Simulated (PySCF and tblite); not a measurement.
C7H7FO, numbered as in [CH3:1][O:2][c:3]1[cH:4][cH:5][cH:6][c:7]([F:8])[cH:9]1. Geometries PBE0-D3(BJ)/def2-SVP; weights from PBE0-D3(BJ)/def2-SVPD (IEF-PCM, chloroform) energies and GFN2-xTB thermal corrections, with symmetry numbers and mirror pairs. Conformers within 3 kcal/mol (GFN2-xTB free energy) were kept, 8 at most. GIAO shieldings: WP04/pcSseg-1 (IEF-PCM, chloroform). Couplings: B3LYP/pcSseg-1 with pcJ-1 on H, F (gas phase; spin-dipole term only for pairs with B, N, F, Si or P). Shifts are against TMS (¹H), TMS (¹³C), CFCl3 (¹⁹F) at the same level. Programs: PySCF with density fitting and tblite.

Torsions listed: C1–O2–C3–C4.

Two conformers hold nearly all the population. I: 0°; δ(C4) = 111.76 ppm. II: -179°; δ(C4) = 119.45 ppm. The average over the ensemble at 298.15 K is 115.96 ppm.

(1) What populations and free-energy difference follow from a two-state model?

## Answers

(1) p(I) = (115.96 − 119.45)/(111.76 − 119.45) = 0.45, so K = p(II)/p(I) = 1.20 and G(II) − G(I) = −RT ln K = -0.11 kcal/mol. The weights computed directly are 45.4 % and 54.6 %.
